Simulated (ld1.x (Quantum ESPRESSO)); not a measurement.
# PBE TM dataset for Pt, scalar-relativistic all-electron reference.

| Property | Result |
| --- | --- |
| Element | Pt |
| Generator | ld1.x (Quantum ESPRESSO) 7.5 |
| Type | norm-conserving Troullier–Martins (Kleinman–Bylander form) |
| Functional | PBE |
| Relativity | scalar-relativistic |
| Frozen core | [Xe] 4f14 |
| Valence charge | 10 |
| Reference configuration | 5d8 6s2 6p0 |
| Partial waves | 6s (bound): rc 2.00 bohr; 6p (bound, empty): rc 3.60 bohr; 5d (bound): rc 1.20 bohr |
| Local potential | the d channel |
| Core correction | Bessel-smoothed model core inside 0.60 bohr |

* Cutoffs needed: 40 Ry and 70 Ry (the cutoffs (Ry, on a coarse ladder) from which the occupation-weighted sum of valence levels, in a spherical-Bessel basis at the reference potential, stays within 10 and 1 mRy of its value at 400 Ry)
* Ghost test: ghost states, extra bound levels that the all-electron valence spectrum of the same l lacks: s at -59.9 eV, p at -10.1 eV; a true bound ghost makes a file unfit for plane-wave use (spherical-Bessel basis up to 400 Ry, 20 bohr box)
* Largest excitation error: -307 meV (all-electron minus pseudo) for 5d6 6s0 6p0, out of 7 test configurations
